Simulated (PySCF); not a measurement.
Excitation energy of Tl by level of theory

Tl [Xe] 4f14 5d10 6s2 6p1 (2P) → Tl [Xe] 4f14 5d10 6s1 6p1 7s1 (4P), as a difference of total energies. Calculation: PySCF 2.14, in x2c-TZVPPall with one added diffuse shell each of s, p, d, f type (12s8p7d4f, 99 functions); scalar relativity by spin-free X2C-1e. Correlated levels: valence and next inner shell: [Kr] 4d10 4f14 frozen. The calculations carry no spin-orbit coupling.

```
                                method  excitation energy (eV)
                                   UHF                   8.089
    MP2 (valence and next inner shell)                   9.805
SCS-MP2 (valence and next inner shell)                   9.818
   CCSD (valence and next inner shell)                   9.495
CCSD(T) (valence and next inner shell)                   9.574
```

Problem. How much does correlation contribute at CCSD(T) (valence and next inner shell)?

Solution. 9.574 − (8.089) = 1.485 eV, measured against UHF.

A first-order spin-orbit estimate (lowest level to lowest level, LS coupling) adds -0.128 eV.

The upper state lies above the first ionisation limit, but in LS coupling its spin forbids autoionisation to the ground ion; at this Z spin-orbit coupling breaks that rule. A Rydberg-like electron needs more diffuse functions than a valence basis has.

The promoted electron is Rydberg-like, and one or two diffuse shells describe it only roughly, which tends to raise the upper state.
